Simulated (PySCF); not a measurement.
# Working out the ionisation energy of Zn

Zn [Ar] 3d10 4s2 (1S) → Zn⁺ [Ar] 3d10 4s1 (2S). All numbers are calculated (PySCF 2.14, a scalar-relativistic core potential, in cc-pVTZ-PP with ECP10MDF (5s5p4d2f1g, 63 functions)). Frozen: 3s2 3p6. Energies in hartree (1 hartree = 27.21139 eV):

| part | Zn (lower) | Zn⁺ (upper) |
| --- | --- | --- |
| UHF | -225.962952 | -225.676133 |
| MP2 opposite-spin | -0.336279 | -0.300449 |
| MP2 same-spin | -0.184627 | -0.174843 |

Task: What does Hartree-Fock give?

Result: (-225.676133) − (-225.962952) = 0.286819 hartree = 7.805 eV.

Task: What do MP2 and SCS-MP2 (6/5 opposite-spin, 1/3 same-spin) give?

Result: The opposite-spin parts differ by 0.975 eV and the same-spin parts by 0.266 eV. MP2: 7.805 + (0.975) + (0.266) = 9.046 eV. SCS-MP2: 7.805 + 1.2 × (0.975) + (0.266)/3 = 9.064 eV.

Measured between the centres of the two terms (NIST): 9.394 eV, so MP2 (valence) is off by -0.348 eV.

What remains against the reference includes basis incompleteness, the frozen core and correlation beyond second order.
